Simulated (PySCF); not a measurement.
## TDDFT excited states: C6H9FSi

Si(vinyl)3F, C6H9FSi.
Bonds: Si1–C2, Si1–C7, Si1–C12, Si1–F17, C2–C3, C7–C8, C12–C13. Hydrogens: H4 on C2; H5, H6 on C3; H9 on C7; H10, H11 on C8; H14 on C12; H15, H16 on C13.

Computed, not measured: TDDFT B3LYP/def2-SVPD, vertical, gas phase, core orbitals frozen in the response in PySCF 2.14.0, density-fitted response routines. Isolated species at its PBE0-D3(BJ)/def2-SVP geometry (one conformer only).

Predict the UV-vis stick spectrum at this level.

| state | E (eV) | λ (nm) | f | \|μ\| (D) | main configurations (H = HOMO, L = LUMO) |
| --- | --- | --- | --- | --- | --- |
| S1 | 5.73 | 216.4 | 0.0000 | 0.03 | H-2/H-1→L/L+1 (≥77%) |
| S2 | 5.88 | 210.8 | 0.0012 | 0.23 | H→L/L+1 (≥51%), H-2/H-1→L/L+1 (≥15%) |
| S3 | 5.89 | 210.4 | 0.0013 | 0.25 | H-2/H-1→L/L+1 (≥32%), H→L/L+1 (≥31%) |
| S4 | 6.26 | 198.0 | 0.308 | 3.60 | H-2/H-1→L/L+1 (≥38%), H→L/L+1 (≥35%) |
| S5 | 6.26 | 197.9 | 0.312 | 3.62 | H-2/H-1→L/L+1 (≥39%), H→L/L+1 (≥34%) |
| S6 | 6.36 | 194.9 | 0.026 | 1.04 | H-2/H-1→L/L+1 (≥68%) |
| S7 | 6.82 | 181.8 | 0.0004 | 0.12 | H→L+2 (89%) |
| S8 | 6.87 | 180.4 | 0.0001 | 0.07 | H-3→L/L+1 (≥46%), H-4→L/L+1 (≥26%) |
| S9 | 7.02 | 176.5 | 0.026 | 0.99 | H-2/H-1→L+2 (≥83%) |
| S10 | 7.03 | 176.5 | 0.025 | 0.96 | H-2/H-1→L+2 (≥80%) |

Triplets, Tamm–Dancoff:

```json
{"state": "T1", "E (eV)": "4.18", "λ (nm)": "296.6", "main configurations (H = HOMO, L = LUMO)": "H→L/L+1 (≥55%), H-2/H-1→L/L+1 (≥10%)"}
{"state": "T2", "E (eV)": "4.19", "λ (nm)": "296.2", "main configurations (H = HOMO, L = LUMO)": "H→L/L+1 (≥51%), H-2/H-1→L/L+1 (≥11%)"}
{"state": "T3", "E (eV)": "4.30", "λ (nm)": "288.2", "main configurations (H = HOMO, L = LUMO)": "H-2/H-1→L/L+1 (≥45%), H→L+3 (20%)"}
```

The lowest singlet lies at 5.73 eV (216 nm, ultraviolet) and is dark (f under 0.0005); its leading configuration is HOMO-2/HOMO-1→LUMO/LUMO+1 (≥77%). The strongest level in the table is S4/S5 at 6.26 eV (198 nm, f = 0.620 summed). S2/S3, S4/S5 and S9/S10 lie within about 0.01 eV of each other in each set. Löwdin shares by element: HOMO carbon 60% or more (atoms not listed hold the other 40%); LUMO (one of a set within 0.03 eV) carbon 68% or more (atoms not listed hold the other 32%). The listed states span 1.30 eV, and the widest gap between neighbours is 0.46 eV (S6 to S7). The oscillator strengths of these states sum to 0.700; summed over the whole spectrum of an exact calculation they would give the number of electrons, 68 (Thomas–Reiche–Kuhn). Orbital energies (eV): HOMO-3 -8.90, HOMO-2 -7.75, HOMO-1 -7.74, HOMO -7.52, LUMO -0.97, LUMO+1 -0.97, LUMO+2 0.23. The vertical ionisation energy (ΔSCF) is 9.33 eV, 2.31 eV above S10. Orbitals of the list HOMO-3 to LUMO+2 that lie within 0.01 eV of each other are written together with a slash and their weights summed (≥ marks a lower bound); for degenerate orbitals outside that list single weights are arbitrary. Singlets were solved by full linear response, triplets in the Tamm–Dancoff approximation.
